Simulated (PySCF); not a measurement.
## Two-photon absorption: 1-ethynyl-4-fluorobenzene (SMILES C#Cc1ccc(F)cc1)

Cartesian coordinates in Å; atom numbers follow the order of the lines, from 1:
```xyz
14

C     3.4325   -0.7611   -0.2665
C     2.2490   -0.4975   -0.2233
C     0.8556   -0.1869   -0.1734
C     0.3885    1.0728   -0.5869
C    -0.9661    1.3783   -0.5409
C    -1.8585    0.4175   -0.0785
F    -3.1559    0.7065   -0.0343
C    -1.4286   -0.8373    0.3383
C    -0.0724   -1.1357    0.2896
H     4.4804   -0.9944   -0.3047
H     1.1032    1.8147   -0.9471
H    -1.3444    2.3515   -0.8583
H    -2.1614   -1.5631    0.6948
H     0.2828   -2.1159    0.6124
```

Method used: TDDFT CAM-B3LYP/aug-cc-pVDZ excited states, vertical, gas phase (PySCF). Geometry: PBE0-D3(BJ)/def2-SVP.

Singlets 4 and 5 lie within 0.01 eV of each other, so their separate moments and overlaps can depend on how they mix.

Q: How strongly do the lowest singlets absorb one photon, and two photons of half the energy?

A: δ for parallel linear polarisation; σ at the peak of a Lorentzian of half width 0.1 eV, single beam; Ω is circular over linear.
| state | E (eV) | f | photon λ (nm) | δ (au) | σ (GM) | Ω | main |
| --- | --- | --- | --- | --- | --- | --- | --- |
| S1 | 5.07 | 0.008 | 489 | 20.2 | 0.19 | 1.50 | HOMO→LUMO+1 0.69, HOMO−1→LUMO 0.27 |
| S2 | 5.25 | 0.299 | 472 | 10.3 | 0.10 | 0.69 | HOMO→LUMO 0.88 |
| S3 | 5.68 | 0.000 | 437 | 0.37 | 0.00 | 1.50 | HOMO−2→LUMO 0.86 |
| S4 | 6.09 | 0.008 | 407 | 33 | 0.45 | 1.50 | HOMO→LUMO+2 0.89 |
| S5 | 6.09 | 0.000 | 407 | 3.68 | 0.05 | 1.50 | HOMO→LUMO+8 0.58, HOMO−3→LUMO+8 0.10 |
| S6 | 6.47 | 0.305 | 383 | 5.04 | 0.08 | 1.50 | HOMO−1→LUMO 0.67, HOMO→LUMO+1 0.29 |
